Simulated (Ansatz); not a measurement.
An input meant for DyCl₃ (charge 0, sextet).

```yaml
crystal:
  periodic: [false, false, false]
  atoms:
    - {symbol: Dy, position_ang: [0.008577, -0.000424, 0.108527]}
    - {symbol: Cl, position_ang: [2.440204, -0.022837, -0.003293]}
    - {symbol: Cl, position_ang: [-1.204735, 2.100689, -0.046948]}
    - {symbol: Cl, position_ang: [-1.244046, -2.077428, -0.058286]}
basis:
  gaussian: {orbitals: def2-mTZVP, fitting: {mean_field: cc-pVTZ-jkfit}, nuclear_model: gaussian}
magnetization: {spin_polarized: true, initial_magnetization: 5}
hamiltonian: {xc: {name: wB97}}
accuracy: high
```

```sh
$ ansatz run in.yaml --threads 4 --pin off --events-out ev --progress --plain --max-ram 8704MiB
```

(1) Predict how Ansatz answers.

Answers

(1) The program refused the input.
```
Functional definition: wB97
basis functions trapped inside cores are left out: 1
Error: [file] the basis set cc-pVTZ-JKFIT has no functions for Dy
```
